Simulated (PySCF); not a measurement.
**C2H10O2Si2**

C2H10O2Si2 is a small molecule, neutral, singlet. The structure, one conformer, was relaxed in the gas phase by PBE0-D3(BJ)/def2-SVP. No frequency run checks that it is a minimum.

SMILES: CC(O[SiH3])O[SiH3]

```csv
atom,x (Å),y (Å),z (Å)
C1,0.472,0.736,-0.127
O2,-0.765,0.611,0.519
Si3,-2.072,-0.330,0.055
O4,1.242,-0.412,0.067
Si5,1.446,-1.093,1.586
C6,0.344,0.986,-1.611
H7,0.966,1.597,0.364
H8,-2.813,0.301,-1.079
H9,-2.952,-0.398,1.252
H10,-1.646,-1.702,-0.354
H11,2.591,-2.033,1.447
H12,1.760,-0.031,2.591
H13,0.237,-1.849,2.030
H14,-0.113,0.113,-2.103
H15,-0.273,1.875,-1.801
H16,1.339,1.138,-2.052
```

Shieldings: GIAO PBE0/pcSseg-1. Shifts are against computed references at the same level: C TMS (σ 184.4 ppm), H TMS (σ 31.27 ppm), Si TMS (σ 352.0 ppm). Core levels by delta-SCF with SCAN, pcX-2 on the ionised atom and pcseg-1 elsewhere, spin-free X2C (2p3/2 is the spin-free 2p value less a third of a first-order spin-orbit splitting); from the vacuum level, for chosen atoms.

Task: Give the shieldings and core levels atom by atom.

Result: 
| atoms | bonded to | σ (ppm) | δ (ppm) | core level (eV) |
| --- | --- | --- | --- | --- |
| C1 | 1 C + 2 O + 1 H | 88.2 | 96.2 | 1s 293.89 |
| O2 | 1 C + 1 Si | 259.7 | - | 1s 538.07 |
| Si3 | 1 O + 3 H | 395.7 | -43.7 | 2p3/2 107.49 |
| O4 | 1 C + 1 Si | 254.1 | - | 1s 538.03 |
| Si5 | 1 O + 3 H | 385.2 | -33.3 | - |
| C6 | 1 C + 3 H | 158.5 | 25.9 | 1s 290.86 |
| H7 | 1 C | 26.05 | 5.22 | - |
| H8 H9 H10 | 1 Si | 26.42 | 4.85 | - |
| H11 H12 H13 | 1 Si | 26.52 | 4.75 | - |
| H14 H15 H16 | 1 C | 29.87 | 1.40 | - |

Values are those of this one static structure, with the three H of a rotating XH3 group averaged; atoms that internal rotation interchanges would show their mean in an NMR spectrum.

Task: By CAM-B3LYP/def2-SVPD (TDDFT singlets, Tamm-Dancoff triplets, ionisation by delta-SCF), where does absorption start, and what does vertical ionisation take?

Result: The lowest singlet lies at 7.51 eV (f 0.007), the strongest of the first 6 at 8.29 eV (f 0.057), the lowest triplet at 7.19 eV; vertical ionisation takes 10.43 eV.

The 3 runs behind this took 5.4 min in all, one thread each of Intel Xeon Platinum 8488C on a shared host, launched as `OMP_NUM_THREADS=1 python cluster_run.py task.json out`.
